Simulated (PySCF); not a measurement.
H7NSi2, SMILES [SiH3]N[SiH3] (connectivity only; charge and spin as stated), charge -1, multiplicity 2. Atoms are numbered in the order given.

```xyz
10

Si     1.5936    -0.2793     0.2014
N     -0.1383    -0.4248    -0.5804
Si    -1.5040     0.4516    -0.0219
H      3.0915     0.1923     0.4509
H      1.0267     0.5440     1.3620
H      1.7599    -1.6761     0.7777
H     -0.1650    -0.7678    -1.5341
H     -2.0094     0.0159     1.3292
H     -2.6835     0.3114    -0.9588
H     -1.3071     1.9423     0.1238
```
Charge -1, spin multiplicity 2.

Coordinates come from a PBE0-D3(BJ)/def2-SVPD optimisation. The spin state was assumed, not searched.

Method: PBE/pcH-1 (PySCF).

Unrestricted Kohn–Sham, ⟨S²⟩ = 0.752. Hyperfine tensors hold the contact and dipolar terms, without spin-orbit corrections.

Computed hyperfine couplings:
```tsv
nucleus	A(iso) (MHz)	A(iso) (G)	dipolar principal values (MHz)
29Si no. 1	-537.5	-191.8	-73.6, 30.3, 43.3
14N no. 2	105.5	37.7	-4.1, -3.8, 7.9
29Si no. 3	-48.4	-17.3	-11.5, 5.5, 6.0
1H no. 4	208.3	74.3	-6.3, -0.7, 7.0
1H no. 5	-25.8	-9.2	-5.1, -1.7, 6.8
1H no. 6	-16.9	-6.0	-6.1, -1.6, 7.6
1H no. 7	-6.4	-2.3	-10.2, -4.5, 14.6
1H no. 8	0.2	0.1	-1.6, -1.0, 2.6
1H no. 9	8.5	3.0	-1.9, -0.9, 2.8
1H no. 10	-2.9	-1.0	-1.9, -0.3, 2.2
```

Problem. And the g tensor (effective nuclear charges for spin-orbit coupling, GIAO)? (An estimate is asked for; the answer gives what the named calculation found.)

Solution. principal values 2.0023, 2.0035, 2.0040; isotropic 2.0032.
